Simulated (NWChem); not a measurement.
## Atomisation of diboron tetrachloride (B$_{2}$Cl$_{4}$)

```
B
B 1 1.6960
Cl 1 1.7580 2 120.40
Cl 1 1.7580 2 120.40 3 180.00
Cl 2 1.7580 1 120.40 3 87.15
Cl 2 1.7580 1 120.40 3 -92.85
```
Charge 0, spin multiplicity 1.

The numbers come from NWChem runs, not from measurements. The geometry was optimised at B3LYP/def2-SVP, a minimum by its harmonic frequencies. It is one conformer; others weren't searched.

Basis set: def2-SVP. The atomisation energy is electronic alone: no zero-point, thermal, spin-orbit or counterpoise terms. No value is extrapolated to the basis-set limit. Free atoms are single determinants with multiplicities Cl 2, B 2.

B3LYP has NWChem's definition, with VWN1-RPA local correlation. The stability of the SCF solutions was not checked. Open-shell Hartree-Fock references start from PBE0 orbitals.

Q: Order these methods by the atomisation energy they give, lowest first: HF, PBE0, B3LYP, BLYP.

A: HF (399.8 kcal/mol), BLYP (506.4 kcal/mol), B3LYP (507.3 kcal/mol), PBE0 (529.8 kcal/mol)
